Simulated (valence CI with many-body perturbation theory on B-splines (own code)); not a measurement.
Level structure of Ta⁵⁸⁺

Level of theory: valence CI with perturbative core correlation (CI+MBPT): five valence electrons over a frozen Dirac-Fock core [Ne], radial functions for each j: 9 s, 9 p, 8 d, 6 f, 3 g, 1 h, with the one-electron correlation potential Σ1, the two-electron term Σ2, the three-electron term Σ3, Breit, model QED; selected CI, second order for the rest, scaled by the run's own slope (own B-spline code, finite nucleus).

No measured spectrum was set against this ion. As an estimate, large intervals hold to a few tenths of a per cent, small ones and those within an open d or f shell to about a per cent. Among the levels kept, up to 1100 cm⁻¹ of a level comes from second order outside the variational space, and about a tenth of that is noise between levels of different J, which matters for small intervals.

Levels 1 to 32 of 32, with energies above the lowest level, (3s^2 3p1/2^2 3p3/2) J=3/2. "Leading %" is the weight of the configuration and term that name the level; weights of strongly mixed levels are sums over their largest components and can fall short, so below about 35 % the name and the second component can differ from the true leading terms, or belong to a minority configuration. In the jj column 3d3/2^4 stands for four electrons in 3d with j = 3/2. Lifetimes count E1, E2, E3, M1 and M2 decay at the calculated energies, and are blank where another channel may lead or the interval is too uncertain; long ones can be off by a factor of two.

| No. | Configuration | Term | J | E (Ry) | Leading % | Second component | Lifetime | Leading jj |
| --- | --- | --- | --- | --- | --- | --- | --- | --- |
| 1 | 3s2 3p3 | 2P° | 3/2 | 0.000 | 48 | 27 % 3s2 3p3 2D° |  | 3s^2 3p1/2^2 3p3/2 (99 %) |
| 2 | 3s2 3p2 3d | 2D | 3/2 | 16.585 | 41 | 34 % 3s2 3p2 3d 4F | 83.6 ps | 3s^2 3p1/2^2 3d3/2 (99 %) |
| 3 | 3s2 3p2 3d | 2D | 5/2 | 23.129 | 33 | 20 % 3s2 3p2 3d 4D | 4.59 ps | 3s^2 3p1/2^2 3d5/2 (98 %) |
| 4 | 3s2 3p3 | 4S° | 3/2 | 23.457 | 55 | 44 % 3s2 3p3 2D° | 3.16 ns | 3s^2 3p1/2 3p3/2^2 (99 %) |
| 5 | 3s2 3p3 | 2D° | 5/2 | 24.312 | 99 |  | 10.3 ns | 3s^2 3p1/2 3p3/2^2 (99 %) |
| 6 | 3s2 3p3 | 2P° | 1/2 | 25.421 | 99 |  | 5.31 ns | 3s^2 3p1/2 3p3/2^2 (99 %) |
| 7 | 3s 3p4 | 4P | 5/2 | 36.001 | 66 | 27 % 3s 3p4 2D | 3.14 ps | 3s 3p1/2^2 3p3/2^2 (92 %) |
| 8 | 3s 3p4 | 2P | 3/2 | 38.160 | 33 | 25 % 3s 3p4 2D | 1.20 ps | 3s 3p1/2^2 3p3/2^2 (68 %) |
| 9 | 3s 3p4 | 2S | 1/2 | 38.288 | 54 | 24 % 3s 3p4 4P | 1.61 ps | 3s 3p1/2^2 3p3/2^2 (85 %) |
| 10 | 3s2 3p2 3d | 4F | 5/2 | 39.861 | 47 | 45 % 3s2 3p2 3d 2F | 122 ps | 3s^2 3p1/2 3p3/2 3d3/2 (98 %) |
| 11 | 3s2 3p2 3d | 4D | 1/2 | 40.096 | 80 | 13 % 3s2 3p2 3d 2P | 91.4 ps | 3s^2 3p1/2 3p3/2 3d3/2 (99 %) |
| 12 | 3s2 3p2 3d | 4F | 3/2 | 40.110 | 33 | 29 % 3s2 3p2 3d 4D | 3.98 ps | 3s^2 3p1/2 3p3/2 3d3/2 (92 %) |
| 13 | 3s2 3p2 3d | 2G | 7/2 | 40.751 | 52 | 26 % 3s2 3p2 3d 2F | 924 ps | 3s^2 3p1/2 3p3/2 3d3/2 (98 %) |
| 14 | 3s2 3p2 3d | 2D | 5/2 | 42.893 | 36 | 24 % 3s2 3p2 3d 2F | 351 fs | 3s^2 3p1/2 3p3/2 3d3/2 (93 %) |
| 15 | 3s2 3p2 3d | 2P | 1/2 | 43.619 | 38 | 31 % 3s2 3p2 3d 4P | 265 fs | 3s^2 3p1/2 3p3/2 3d3/2 (88 %) |
| 16 | 3s2 3p2 3d | 2D | 3/2 | 43.661 | 26 | 22 % 3s2 3p2 3d 4P | 187 fs | 3s^2 3p1/2 3p3/2 3d3/2 (77 %) |
| 17 | 3s2 3p2 3d | 4D | 7/2 | 45.486 | 47 | 37 % 3s2 3p2 3d 4F | 877 ps | 3s^2 3p1/2 3p3/2 3d5/2 (99 %) |
| 18 | 3s2 3p2 3d | 2P | 3/2 | 46.375 | 45 | 23 % 3s2 3p2 3d 4P | 5.32 ps | 3s^2 3p1/2 3p3/2 3d5/2 (96 %) |
| 19 | 3s2 3p2 3d | 2G | 9/2 | 46.422 | 62 | 37 % 3s2 3p2 3d 4F | 188 ns | 3s^2 3p1/2 3p3/2 3d5/2 (99 %) |
| 20 | 3s2 3p2 3d | 2F | 5/2 | 46.634 | 37 | 25 % 3s2 3p2 3d 2D | 6.25 ps | 3s^2 3p1/2 3p3/2 3d5/2 (97 %) |
| 21 | 3s2 3p2 3d | 2D | 5/2 | 48.120 | 41 | 35 % 3s2 3p2 3d 4P | 1.44 ps | 3s^2 3p1/2 3p3/2 3d5/2 (94 %) |
| 22 | 3s2 3p2 3d | 2F | 7/2 | 48.198 | 62 | 17 % 3s2 3p2 3d 4F | 2.23 ps | 3s^2 3p1/2 3p3/2 3d5/2 (96 %) |
| 23 | 3s2 3p2 3d | 2D | 3/2 | 48.823 | 61 | 22 % 3s2 3p2 3d 2P | 2.88 ps | 3s^2 3p1/2 3p3/2 3d5/2 (98 %) |
| 24 | 3s2 3p3 | 2P° | 3/2 | 49.011 | 51 | 28 % 3s2 3p3 2D° | 845 ps | 3s^2 3p3/2^3 (98 %) |
| 25 | 3s2 3p2 3d | 2P | 1/2 | 49.103 | 54 | 36 % 3s2 3p2 3d 2S | 2.03 ps | 3s^2 3p1/2 3p3/2 3d5/2 (96 %) |
| 26 | 3s 3p3 3d | 4D° | 5/2 | 52.266 | 29 | 19 % 3s 3p3 3d 6D° | 24.7 ps | 3s 3p1/2^2 3p3/2 3d3/2 (95 %) |
| 27 | 3s 3p3 3d | 4D° | 3/2 | 52.423 | 27 | 23 % 3s 3p3 3d 6D° | 11.1 ps | 3s 3p1/2^2 3p3/2 3d3/2 (96 %) |
| 28 | 3s 3p3 3d | 4P° | 1/2 | 52.580 | 45 | 29 % 3s 3p3 3d 6D° | 25.3 ps | 3s 3p1/2^2 3p3/2 3d3/2 (96 %) |
| 29 | 3s 3p3 3d | 4F° | 7/2 | 53.027 | 23 | 16 % 3s 3p3 3d 2F° | 24.1 ps | 3s 3p1/2^2 3p3/2 3d3/2 (93 %) |
| 30 | 3s 3p3 3d | 2D° | 3/2 | 54.357 | 28 | 12 % 3s 3p3 3d 4F° | 1.63 ps | 3s 3p1/2^2 3p3/2 3d3/2 (83 %) |
| 31 | 3s 3p3 3d | 2F° | 5/2 | 55.180 | 21 | 20 % 3s 3p3 3d 4G° | 921 fs | 3s 3p1/2^2 3p3/2 3d3/2 (78 %) |
| 32 | 3s 3p3 3d | 4D° | 1/2 | 55.495 | 43 | 25 % 3s 3p3 3d 2P° | 797 fs | 3s 3p1/2^2 3p3/2 3d3/2 (87 %) |

The ionisation energy to 3s2 3p2 3P_0 of the next ion comes out as 5908.7 eV (NIST: 5907 ± 6 eV (theoretical)). All 32 levels together are meant to be complete up to 57.386 Ry.
